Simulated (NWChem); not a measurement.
System: C2H4F2OSi; SMILES CC(=O)[SiH](F)F

NWChem input:

```
start job
memory heap 200 mb stack 900 mb global 1100 mb
geometry units angstroms noautoz
  C     -1.387988    -1.530325    -0.044696
  C      0.048356    -1.098491     0.001554
  O      0.978452    -1.874491     0.031499
  Si     0.495121     0.769402     0.015945
  F     -0.127635     1.472266    -1.300465
  F     -0.211062     1.472267     1.289548
  H     -1.458262    -2.626843    -0.046957
  H     -1.927135    -1.113467     0.822223
  H     -1.870244    -1.113470    -0.944508
  H      1.953354     0.996920     0.062916
end
basis spherical
  * library 6-311g**
end
dft
  xc b3lyp
  iterations 150
  mulliken
end
task dft energy
```

Excerpt of the output:

```
             Northwest Computational Chemistry Package (NWChem) 7.3.0
             --------------------------------------------------------

 CS  symmetry detected

                             Geometry "geometry" -> ""
                             -------------------------

 Output coordinates in angstroms (scale by  1.889725989 to convert to a.u.)

  No.       Tag          Charge          X              Y              Z
 ---- ---------------- ---------- -------------- -------------- --------------
    1 C                    6.0000    -1.32580186     1.63645775     0.00000000
    2 C                    6.0000     0.09126598     1.14287647     0.00000000
    3 O                    8.0000     1.05453373     1.87790470     0.00000000
    4 Si                  14.0000     0.45706167    -0.74260061     0.00000000
    5 F                    9.0000    -0.23752797    -1.41605555    -1.29567814
    6 F                    9.0000    -0.23752797    -1.41605555     1.29567814
    7 H                    1.0000    -1.34862413     2.73499060     0.00000000
    8 H                    1.0000    -1.85431827     1.24208959     0.88382337
    9 H                    1.0000    -1.85431827     1.24208959    -0.88382337
   10 H                    1.0000     1.90484616    -1.03300423     0.00000000

 Effective nuclear repulsion energy (a.u.)     304.8114813280

      Symmetry information
      --------------------

 Group name             Cs
 Group number              2
 Group order               2
 No. of unique centers     8

                                 NWChem DFT Module
                                 -----------------

 Summary of "ao basis" -> "ao basis" (spherical)
 ------------------------------------------------------------------------------
       Tag                 Description            Shells   Functions and Types
 ---------------- ------------------------------  ------  ---------------------
 C                          6-311g**                 8       18   4s3p1d
 O                          6-311g**                 8       18   4s3p1d
 Si                         6-311g**                12       26   6s5p1d
 F                          6-311g**                 8       18   4s3p1d
 H                          6-311g**                 4        6   3s1p

      Symmetry analysis of basis
      --------------------------

        a'         92
        a"         48

            General Information
            -------------------
          SCF calculation type: DFT
          Wavefunction type:  closed shell.
          No. of atoms     :    10
          No. of electrons :    56
           Alpha electrons :    28
            Beta electrons :    28
          Charge           :     0
          Spin multiplicity:     1
          Use of symmetry is: on ; symmetry adaption is: on
          Maximum number of iterations: 150
          AO basis - number of functions:   140
                     number of shells:    68
          Convergence on energy requested:  1.00D-06
          Convergence on density requested:  1.00D-05
          Convergence on gradient requested:  5.00D-04

              XC Information
              --------------
                         B3LYP Method XC Potential
                     Hartree-Fock (Exact) Exchange  0.200
                        Slater Exchange Functional  0.800 local
                    Becke 1988 Exchange Functional  0.720 non-local
              Lee-Yang-Parr Correlation Functional  0.810
                  VWN I RPA Correlation Functional  0.190 local

             Grid Information
             ----------------
          Grid used for XC integration:  medium
          Radial quadrature: Mura-Knowles
          Angular quadrature: Lebedev.
          Tag              B.-S. Rad. Rad. Pts. Rad. Cut. Ang. Pts.
          ---              ---------- --------- --------- ---------
          C                   0.70       49          11.0       434
          O                   0.60       49           9.0       434
          Si                  1.10       88          11.0       590
          F                   0.50       49          12.0       434
          H                   0.35       45          12.0       434
          Grid pruning is: on
          Number of quadrature shells:   419
          Spatial weights used:  Erf1

      Superposition of Atomic Density Guess
      -------------------------------------

 Sum of atomic energies:        -639.75961075

      Non-variational initial energy
      ------------------------------

 Total energy =    -641.790037
 1-e energy   =   -1491.609571
 2-e energy   =     545.008053
 HOMO         =      -0.284695
 LUMO         =      -0.056592

      Symmetry analysis of molecular orbitals - initial
      -------------------------------------------------

  Numbering of irreducible representations:

     1 a'          2 a"

  Orbital symmetries:

     1 a'          2 a'          3 a"          4 a'          5 a'
     6 a'          7 a'          8 a"          9 a'         10 a'
    11 a'         12 a'         13 a"         14 a'         15 a'
    16 a'         17 a"         18 a'         19 a'         20 a"
    21 a"         22 a'         23 a"         24 a'         25 a'
    26 a"         27 a'         28 a'         29 a"         30 a'
    31 a"         32 a'         33 a'         34 a'         35 a'
    36 a"         37 a'         38 a'

     ---------------------------------------------
      Total Density - Mulliken Population Analysis
     ---------------------------------------------

    Atom       Charge   Shell Charges
 -----------   ------   -------------------------------------------------------
    1 C    6     6.50   1.10  0.89  0.59  0.81  1.60  0.48  0.98  0.03
    2 C    6     5.57   1.10  0.89  0.44  0.80  1.17  0.51  0.53  0.11
    3 O    8     8.72   1.08  0.91  1.01  1.05  2.22  0.82  1.60  0.01
    4 Si  14    12.43   0.79  1.18  0.97  1.02  0.76  0.29  1.94  3.95  0.46  0.74  0.11  0.21
    5 F    9     9.61   1.08  0.92  1.21  1.10  2.54  0.85  1.90  0.00
    6 F    9     9.61   1.08  0.92  1.21  1.10  2.54  0.85  1.90  0.00
    7 H    1     0.83   0.24  0.43  0.14  0.02
    8 H    1     0.80   0.23  0.42  0.12  0.02
    9 H    1     0.80   0.23  0.42  0.12  0.02
   10 H    1     1.14   0.23  0.56  0.34  0.01

   convergence    iter        energy       DeltaE   RMS-Dens  Diis-err
 ---------------- ----- ----------------- --------- --------- ---------
 d= 0,ls=0.0,diis     1   -643.0738521369 -9.48D+02  1.39D-02  2.16D+00
 d= 0,ls=0.0,diis     2   -642.6825168444  3.91D-01  1.04D-02  6.28D+00
 d= 0,ls=0.0,diis     3   -643.2398847715 -5.57D-01  2.54D-03  2.48D-01
 d= 0,ls=0.0,diis     4   -643.2507149748 -1.08D-02  1.32D-03  1.37D-01
 d= 0,ls=0.0,diis     5   -643.2616156441 -1.09D-02  1.87D-04  1.63D-03
  Resetting Diis
 d= 0,ls=0.0,diis     6   -643.2617508878 -1.35D-04  4.11D-05  6.77D-05
 d= 0,ls=0.0,diis     7   -643.2617565494 -5.66D-06  3.21D-05  7.60D-06
 d= 0,ls=0.0,diis     8   -643.2617555591  9.90D-07  1.82D-05  1.82D-05
 d= 0,ls=0.0,diis     9   -643.2617573472 -1.79D-06  3.32D-06  1.16D-06
 d= 0,ls=0.0,diis    10   -643.2617574551 -1.08D-07  4.46D-07  1.05D-08

         Total DFT energy =     -643.261757455102
      One electron energy =    -1495.130447380713
           Coulomb energy =      610.011200146258
    Exchange-Corr. energy =      -62.953991548694
 Nuclear repulsion energy =      304.811481328047

 Numeric. integr. density =       55.999990466387

                  Occupations of the irreducible representations
                  ----------------------------------------------

                     irrep           alpha         beta
                     --------     --------     --------
                     a'               20.0         20.0
                     a"                8.0          8.0

                       DFT Final Molecular Orbital Analysis
                       ------------------------------------

 Vector   26  Occ=2.000000D+00  E=-3.895056D-01  Symmetry=a"
              MO Center= -3.5D-02,  1.6D+00, -2.8D-14, r^2= 2.5D+00
   Bfn.  Coefficient  Atom+Function         Bfn.  Coefficient  Atom+Function
  ----- ------------  ---------------      ----- ------------  ---------------
    45      0.302463   3 O  pz               49      0.268166   3 O  pz
    41      0.208356   3 O  pz                9     -0.171018   1 C  pz
    27      0.167078   2 C  pz               31      0.156446   2 C  pz
   124     -0.139684   8 H  s               130      0.139684   9 H  s
    13     -0.135886   1 C  pz                5     -0.120705   1 C  pz

 Vector   27  Occ=2.000000D+00  E=-3.822292D-01  Symmetry=a'
              MO Center=  6.0D-01,  3.3D-02,  9.2D-15, r^2= 4.4D+00
   Bfn.  Coefficient  Atom+Function         Bfn.  Coefficient  Atom+Function
  ----- ------------  ---------------      ----- ------------  ---------------
   136      0.235772  10 H  s               137      0.214725  10 H  s
    43     -0.163731   3 O  px               28     -0.156744   2 C  s
    26      0.146723   2 C  py               70      0.138873   4 Si px
   135      0.139246  10 H  s                47     -0.138003   3 O  px
    87     -0.126766   5 F  px              105     -0.126766   6 F  px

 Vector   28  Occ=2.000000D+00  E=-2.644073D-01  Symmetry=a'
              MO Center=  5.0D-01,  1.3D+00, -1.0D-16, r^2= 2.4D+00
   Bfn.  Coefficient  Atom+Function         Bfn.  Coefficient  Atom+Function
  ----- ------------  ---------------      ----- ------------  ---------------
    48      0.317491   3 O  py               44      0.289665   3 O  py
    10     -0.239333   1 C  s                28      0.206090   2 C  s
    40      0.204837   3 O  py               47     -0.202467   3 O  px
    43     -0.196259   3 O  px               59      0.186791   4 Si s
    71      0.166190   4 Si py                7     -0.151277   1 C  px

[...]
```

Level: B3LYP/6-311G** (spherical d). The geometry was optimised at PBE0/def2-SVP.
